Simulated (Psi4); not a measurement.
tantalum atom (Ta), quartet (core potentials on Ta). Base run: BLYP/def2-SVP (Psi4 1.11).

The Psi4 input:
```
memory 2 GB

molecule mol {
0 4
  Ta    0.000000    0.000000    0.000000
}

set basis def2-svp
set reference uks

energy('blyp')
print_variables()
```

Variants of this job, named by their change:

| change | basis functions | E (Eh) |
|---|---|---|
| base | 32 | -56.82041 |
| basis = def2-SV(P) | 25 | -56.82018 |
| basis = def2-SVPD | 35 | -56.82043 |
| basis = def2-TZVP | 40 | -56.82457 |
| basis = def2-TZVPD | 43 | -56.82460 |
| basis = def2-TZVPP | 56 | -56.82510 |
| basis = def2-QZVP | 72 | -56.82620 |
| basis = def2-QZVPP | 81 | -56.82631 |

Totals compare only among sets that treat the same electrons; sets with core potentials leave the core out.

Open shells are given as the SCF converged; they aren't shown to be the lowest states, and a large step between rows can be another state.
